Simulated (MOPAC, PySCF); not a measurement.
C10H10Si, SMILES `c12cc(ccc1cccc2)[SiH3]`, neutral singlet in the gas phase. 

Z-matrix (Å, degrees):
```
C
C 1 1.4220
C 2 1.3788 1 120.79
H 3 1.0925 2 120.13 1 -179.99
H 2 1.0932 3 120.48 4 0.00
C 3 1.4177 4 119.63 2 -180.00
C 6 1.3791 3 120.34 4 180.00
H 6 1.0926 7 120.06 3 180.00
H 7 1.0931 6 120.47 8 0.00
C 7 1.4213 9 118.77 6 180.00
C 1 1.4225 2 122.17 5 0.01
C 11 1.3860 1 121.93 2 179.99
H 11 1.0941 12 120.29 1 179.97
C 10 1.4227 7 122.47 9 0.01
C 14 1.3764 10 120.93 7 -179.98
H 14 1.0933 15 120.34 12 179.99
H 15 1.0940 14 119.13 16 0.04
Si 12 1.8796 11 121.02 13 -0.01
H 18 1.4914 12 109.24 11 -0.28
H 18 1.4938 19 109.23 13 121.61
H 18 1.4938 19 109.17 20 117.28
```
Charge 0, multiplicity 1.

All levels are single points at this geometry (B3LYP-D3(BJ)/def2-SVP); Pople sets use spherical d functions. Orbital energies aren't observables, and empty levels follow the basis.

```json
[
 {"level": "B3LYP-D3(BJ)/def2-TZVP in PySCF", "HOMO (eV)": "-6.25", "LUMO (eV)": "-1.56", "gap (eV)": "4.69", "dipole (D)": "1.09", "vertical IE, Delta-SCF (eV)": "7.97"},
 {"level": "PBE-D3(BJ)/def2-TZVP in PySCF", "HOMO (eV)": "-5.61", "LUMO (eV)": "-2.23", "gap (eV)": "3.38", "dipole (D)": "1.13", "vertical IE, Delta-SCF (eV)": "7.91"},
 {"level": "B3LYP/LANL2DZ in PySCF", "HOMO (eV)": "-6.11", "LUMO (eV)": "-1.30", "gap (eV)": "4.81", "dipole (D)": "0.81", "vertical IE, Delta-SCF (eV)": "–"},
 {"level": "BP86/6-31G* in PySCF", "HOMO (eV)": "-5.39", "LUMO (eV)": "-1.96", "gap (eV)": "3.43", "dipole (D)": "1.14", "vertical IE, Delta-SCF (eV)": "–"},
 {"level": "SVWN5/6-31G* in PySCF", "HOMO (eV)": "-5.47", "LUMO (eV)": "-2.05", "gap (eV)": "3.42", "dipole (D)": "1.09", "vertical IE, Delta-SCF (eV)": "7.90"},
 {"level": "HF/3-21G in PySCF", "HOMO (eV)": "-8.00", "LUMO (eV)": "2.35", "gap (eV)": "10.34", "dipole (D)": "1.07", "vertical IE, Delta-SCF (eV)": "–"},
 {"level": "HF/6-31G* in PySCF", "HOMO (eV)": "-7.83", "LUMO (eV)": "2.40", "gap (eV)": "10.23", "dipole (D)": "1.12", "vertical IE, Delta-SCF (eV)": "–"},
 {"level": "PM3 in MOPAC", "HOMO (eV)": "-8.62", "LUMO (eV)": "-0.37", "gap (eV)": "8.25", "dipole (D)": "0.25", "vertical IE, Delta-SCF (eV)": "–"},
 {"level": "PM7 in MOPAC", "HOMO (eV)": "-8.87", "LUMO (eV)": "-0.58", "gap (eV)": "8.29", "dipole (D)": "0.27", "vertical IE, Delta-SCF (eV)": "–"}
]
```
